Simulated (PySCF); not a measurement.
**Computed data sheet: `B1C=CBC=C1`**

Species: C₄H₆B₂.
Numbering: `[BH:1]1[CH:2]=[CH:3][BH:4][CH:5]=[CH:6]1` (hydrogens: H7 on B1; H8 on C2; H9 on C3; H10 on B4; H11 on C5; H12 on C6)

Cartesian coordinates in Å at the PBE0-D3(BJ)/def2-SVP level; atoms count from 1:
```
atom  x, y, z in Å
B1     0.0313   -1.4480    0.0445
C2     1.3711   -0.6491   -0.1007
C3     1.3410    0.7030   -0.0377
B4    -0.0331    1.4474    0.0972
C5    -1.3687    0.6438   -0.0780
C6    -1.3373   -0.7083   -0.1400
H7     0.0521   -2.6139    0.3746
H8     2.3355   -1.1706   -0.1622
H9     2.2831    1.2673   -0.0484
H10   -0.0628    2.6329    0.3449
H11   -2.3340    1.1660   -0.1171
H12   -2.2757   -1.2718   -0.2291
```

Among its groups: C=C double bond and three-coordinate boron.

**PBE0-D3(BJ)/def2-SVP geometry optimisation, gas phase (PySCF)**

* Rotational constants A, B, C: 5.690, 4.579, 2.557 GHz

**PBE0/def2-SVPD ground state, ΔSCF and vertical TDDFT (core frozen in the response) (PySCF)**

- Dipole moment: 0.26 D
- HOMO energy: -7.71 eV
- LUMO energy: -3.49 eV
- HOMO–LUMO gap: 4.22 eV
- Lowest singlet excitation: 2.97 eV (417 nm, f = 0.000)
- Strongest line among the 10 lowest singlet transitions: S5 at 5.11 eV (243 nm, f = 0.110)
- Lowest triplet excitation (Tamm–Dancoff): 2.07 eV
- Static isotropic polarisability: 71.3 au
- Vertical ionisation energy: 9.66 eV
- Vertical electron affinity: 1.73 eV
- Electronic spatial extent ⟨r²⟩ about the centre of nuclear charge: 502 bohr²

**B97-2/pcSseg-2 ground state and GIAO shieldings, non-relativistic (PySCF)**

* 13C chemical shifts (computed TMS as zero) by class: 163.5 (C2/C3/C5/C6) ppm
* 1H chemical shifts (computed TMS as zero) by class: 7.49 (H8/H9/H11/H12), 6.08 (H7/H10) ppm
* Isotropic shieldings of nuclei other than C and H, by class: 40 (B1/B4) ppm

**B3LYP/pcJ-1 indirect spin-spin coupling, non-relativistic, gas phase; spin–dipole term left out for some pairs (PySCF)**

- Largest of the computed one-bond spin–spin couplings (means over like bonds): 13C–1H +152.7 (C2–H8 and 3 like it), 11B–1H +132.7 (B1–H7 and 1 like it), 13C–11B +65.1 (C2–B1 and 3 like it), 13C–13C +50.3 (C2–C3 and 1 like it) Hz

Monoisotopic mass from the formula: 76.0656 u.

The largest Löwdin shares of the HOMO are 0.21 on C2, 0.21 on C6, 0.21 on C3 and 0.21 on C5. With B = h/(8π²I), that is 505.379 GHz u Å² over I, the principal moments of inertia are 88.8, 110.4 and 197.6 u Å² (most abundant isotopes); the inertial defect Ic − Ia − Ib is -1.6 u Å² (zero for a rigid planar frame, negative otherwise). The 10 singlets span 2.97 to 6.83 eV, and their oscillator strengths add up to 0.27. −ε(LUMO) is 3.49 eV against a ΔSCF electron affinity of 1.73 eV.

 NMR classes are plain means over equivalent atoms (diastereotopic ones count apart unless rotation or inversion swaps them), as if these changed places fast; in this geometry the members of some classes differ.

One conformer stands for the species.
